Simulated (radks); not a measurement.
Question: Species: neutral praseodymium. Configuration: [Kr] 4d10 4f3 5s2 5p4 6s2 6p2 (not the ground configuration). All-electron calculation, Dirac Kohn-Sham, PBE, spin-unpolarised, spherical densities, point nucleus; open shells are shared between the two j in proportion to 2j + 1. Program: a radial shooting solver on a logarithmic mesh with Libxc functionals.

Spin-orbit splittings of the eigenvalues, e(l+1/2) - e(l-1/2), with zeta = 2 splitting/(2l+1) and mean radii in bohr:

| shell | occ. | splitting (eV) | zeta (eV) | <r> j=l-1/2 | <r> j=l+1/2 |
|---|---|---|---|---|---|
| 2p | 6 | 482.3 | 321.5 | 0.08605 | 0.09235 |
| 3p | 6 | ? | ? | 0.2617 | 0.2740 |
| 3d | 10 | 20.60 | 8.240 | 0.2452 | 0.2490 |
| 4p | 6 | 20.54 | 13.69 | 0.6405 | 0.6684 |
| 4d | 10 | 3.602 | 1.441 | 0.7216 | 0.7316 |
| 4f | 3 | 0.3731 | 0.1066 | 1.053 | 1.063 |
| 5p | 4 | 3.103 | 2.069 | 1.637 | 1.713 |
| 6p | 2 | 0.3478 | 0.2319 | 4.585 | 4.798 |

Estimate the 3p splitting.

Answer: 95.57 eV (zeta = 63.71 eV).
